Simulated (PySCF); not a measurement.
# Correlation energy of Nd (neodymium, neutral)

[Xe] 4f5 6s1, one real determinant (an excited configuration). Computed with PySCF 2.14 in ANO-RCC-VTZP, with scalar relativity by spin-free X2C-1e. Frozen: [Kr] 4d10; 14 electrons correlated.

MP2 pair energies summed by pair of shells (mhartree):

```tsv
pair	energy	share (%)
4f-5p	-157.98	34.1
5p-5p	-123.50	26.6
4f-4f	-87.77	18.9
5s-5p	-36.84	7.9
4f-5s	-32.51	7.0
5p-6s	-12.26	2.6
5s-5s	-6.37	1.4
4f-6s	-5.62	1.2
5s-6s	-0.58	0.1
```

Total MP2 correlation energy: -463.42 mhartree.

Same-spin part -208.80 and opposite-spin part -254.61 mhartree; SCS-MP2 scales them by 1/3 and 6/5 to -375.14 mhartree.

The reference is one real determinant that mixes LS terms of this configuration.
